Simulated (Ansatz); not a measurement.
A made-up structure of GaNH3, doublet:

N1  (0.192, -1.270, 0.511)
Ga2  (-0.077, 0.582, -0.255)
H3  (0.241, -1.958, 0.887)
H4  (-1.465, 0.841, -1.288)
H5  (1.109, 1.805, 0.145)
(Å)

It is relaxed with PBE-D4/def2-SVP and then PBE0-D4/def2-TZVP (Ansatz 0.2.0). Atoms count as bonded within 1.22 times the sum of their covalent radii (H–H: 0.88 Å). The end point is not checked to be a true minimum.

Does its bonding change? (A judgement: the text doesn't fix the answer.)

Computed: No: no bond forms or breaks.

Where it ends: The first stage lowers the energy by 3.09 eV in 12 steps. It ends as GaNH₃ ([NH][GaH2]):
| atom | x (Å) | y (Å) | z (Å) |
| --- | --- | --- | --- |
| N1 | 0.3832 | -1.2354 | 0.1449 |
| Ga2 | -0.0673 | 0.5193 | -0.2295 |
| H3 | 0.0679 | -1.6772 | 1.0090 |
| H4 | -1.3410 | 0.7652 | -1.1027 |
| H5 | 0.9572 | 1.6281 | 0.1783 |

Labels in which every atom is bracketed show which atoms are joined, not bond orders.

For scale, one of the runs: PBE0-D4/def2-TZVP relaxation, 97 basis functions, launched by `ansatz run in.yaml --threads 2 --pin off --events-out ev --progress --plain --max-ram 4352MiB`. The run took about 16 s on 2 CPU threads of an Arm Neoverse V1 (shared host).
